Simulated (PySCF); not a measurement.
# Two-component Hartree-Fock for K¹⁵⁺ (potassium, charge +15)

Start: [He] 2s2. Calculated with PySCF 2.14 in an uncontracted even-tempered set (17 s from 0.66 bohr⁻², ratio 2.6; 11 p from 0.86 bohr⁻², ratio 2.6; 7 d from 0.88 bohr⁻², ratio 2.8; 4 f from 19 bohr⁻², ratio 2.8): generalised Hartree-Fock with the X2C-1e Hamiltonian and a Gaussian nucleus; spin-orbit coupling (SO) screened by Boettger's factors.

```tsv
spinor shell	electrons	ε, screened SO (eV)	weight of nominal j (screened SO)	rms radius, screened SO (bohr)
1s1/2	2	-4422.3	1.000	0.0926
2s1/2	2	-962.36	1.000	0.369
```

```json
{"quantity": "E (hartree)", "screened SO": "-424.23398"}
{"quantity": "M_J", "screened SO": "0"}
{"quantity": "⟨J²⟩", "screened SO": "0.000"}
{"quantity": "⟨L²⟩", "screened SO": "0.000"}
{"quantity": "⟨S²⟩", "screened SO": "0.000"}
```
